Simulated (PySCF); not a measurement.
Correlation energy of B⁺ (boron, charge +1)

[He] 2s2, closed-shell 1S. Calculation: PySCF 2.14, in cc-pVDZ-DK; the spin-free X2C one-electron Hamiltonian (Gaussian nucleus). Frozen: 1s2; 2 electrons correlated.

Total MP2 correlation energy: -32.49 mhartree.

Same-spin part 0.00 and opposite-spin part -32.49 mhartree; SCS-MP2 scales them by 1/3 and 6/5 to -38.99 mhartree.

With two correlated electrons CCSD is exact within the correlated space (frozen core and kept virtual orbitals).

| level | correlation energy (mhartree) |
| --- | --- |
| CCSD | -58.51 |

Diagnostics: T1 = 0.012, D1 = 0.0165, largest double amplitude 0.153.

A double-excitation amplitude exceeds 0.15, a sign of near-degeneracy.

Cost of the coupled-cluster step: 0.06 s of wall time on 1 thread of Neoverse-V1 (shared host), for 2 correlated electrons.
